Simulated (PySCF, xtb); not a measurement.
CH7ClOSi2, SMILES [SiH3]CO[SiH2]Cl.

xtb 6.7.1 with GFN2-xTB at its own geometry gives an orbital gap of 5.46 eV and a dipole moment of 2.19 D.

The structure is a stationary point at PBE-D3(BJ)/def2-SVP. This is a generated structure with no PubChem entry under its InChIKey; it may be hypothetical. The values are those of a single conformer.

Task: What does CAM-B3LYP/def2-TZVP (PySCF) give? (The exact figures need the calculation; the answer reports its results.)

Result: gap 10.52 eV (levels -9.39 and 1.13 eV), dipole 0.97 D.
